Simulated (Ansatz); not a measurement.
# Cu⁺ ··· SiH4O

The pair of Cu⁺ (SMILES [Cu+], atom 1) and SiH4O (SMILES [SiH3]O, atoms 2–7), both closed shells, in one local arrangement (a lower one may exist), relaxed at PBE0-D4/def2-TZVP:

```xyz
7
angstrom
Cu 0.3261 1.3741 -2.0934
Si 0.0381 -0.1153 0.8003
O -0.1314 -0.0872 -0.9223
H 0.9729 -1.2084 1.1262
H 0.5955 1.2297 1.0501
H -1.3105 -0.3076 1.3653
H -0.4905 -0.8853 -1.3262
```

Ansatz 0.2.0; basis: def2-TZVPPD, with def2-QZVPPD for the basis limit; cores frozen in the correlated methods. The 3s and 3p shells of Cu and Zn are frozen; filled d shells are correlated. B3LYP uses VWN-RPA correlation. Extrapolation: Hartree–Fock as exp(−7.88 √X), correlation as X^−2.97. Interaction energies count from these two fragments, frozen as in the pair, with the counterpoise correction; negative means bound.

What is the interaction energy by CCSD(T) at an estimated basis limit (MP2 extrapolated from triple and quadruple zeta, plus CCSD(T) − MP2 in triple zeta)? (Judge from chemistry; the value comes from the calculation.)

The calculation gives: -43.76 kcal/mol. Hartree–Fock alone gives -32.80 kcal/mol at the basis limit. It counts from the two fragments frozen as in the pair.

The same quantity by other methods in triple zeta, and each one's difference from that estimate:
```tsv
method	E_int (kcal/mol)	difference
PBE-D4	-49.56	-5.79
revPBE-D4	-45.65	-1.88
BLYP-D4	-49.55	-5.78
r2SCAN-D4	-50.48	-6.71
B97M-V	-48.91	-5.15
PBE0-D4	-45.64	-1.87
B3LYP-D4	-46.97	-3.21
HSE06-D4	-45.47	-1.71
wB97X-V	-44.76	-1.00
wB97M-V	-44.33	-0.56
B2PLYP	-44.21	-0.45
HF	-32.43	11.34
MP2	-41.53	2.24
CCSD	-39.32	4.44
CCSD(T)	-40.35	3.41
```
Differences are method less estimate.

Which atoms make the shortest contact between the fragments?

Cu1 and O3, 1.93 Å apart.

Energy to bend the free fragments (PBE0-D4 minima) into their shapes in the pair, CCSD(T)/def2-TZVPPD: SiH4O 2.81 kcal/mol. This must be added to the interaction energy to get the binding energy from relaxed fragments.

Basis-set superposition shift (counterpoise-corrected less uncorrected): CCSD(T) 1.69; MP2 1.53; HF 0.38; PBE0-D4 0.42; wB97M-V 0.38 kcal/mol.

The T1 diagnostic stays at or below 0.020.

For scale, one of the runs: CCSD(T)/def2-TZVPPD, 223 basis functions, launched by `ansatz run in.yaml --threads 4 --pin off --events-out ev --progress --plain --max-ram 9574MiB`. The run took 52 s on 4 CPU threads of an Arm Neoverse V2 (shared host), with 3.3 GiB of host memory at its peak.
